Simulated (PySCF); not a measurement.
Gas-phase reaction: 2 ZrCl3OH + 2 H2O + ZrO2 = 3 ZrCl2(OH)2

Method: PySCF energies plus ideal-gas RRHO corrections (1 bar). S°(298 K) at PBE0/def2-TZVP differs from the NASA 1993 table for ZrO2 (-6 J/mol/K); whether the harmonic model or the table's entry is off was not settled. † marks an energy on the PBE0/def2-TZVP geometry and frequencies; other levels use their own. MP2 freezes the core. All species are closed-shell singlets. Zr: scalar-relativistic def2 core potential, no spin-orbit coupling. ZrCl3OH, ZrCl2(OH)2: computed as isolated molecules; such fragments, hydroxides, amides, oligomers or adducts are transient or little studied in the gas. MP2 isn't extrapolated to the basis-set limit; its ΔH°(298 K) is -640.2 kJ in def2-SVP and -589.5 kJ in def2-TZVPP. The harmonic model lacks anharmonicity and excited electronic states, which grow with temperature; levels with a mode under 35 cm⁻¹ are left out. Soft modes under 120 cm⁻¹ make the harmonic entropy rough for ZrCl3OH, ZrCl2(OH)2.

```csv
level,"ΔE electronic, kJ","ΔH°(298 K), kJ","ΔS°(298 K), J/K","ΔG°(1400 K), kJ"
M06-2X/def2-TZVP†,-675,-673,-237,-383
MP2/def2-SVP†,-642,-640,-237,-350
MP2/def2-TZVPP†,-592,-589,-237,-299
PBE/def2-SVP,-656,-652,-248,-344
PBE0/def2-QZVP†,-630,-628,-237,-338
PBE0/def2-TZVP,-636,-634,-237,-344
```
ΔH° is lowest at M06-2X/def2-TZVP† and highest at MP2/def2-TZVPP†. No reference value is set beside these.
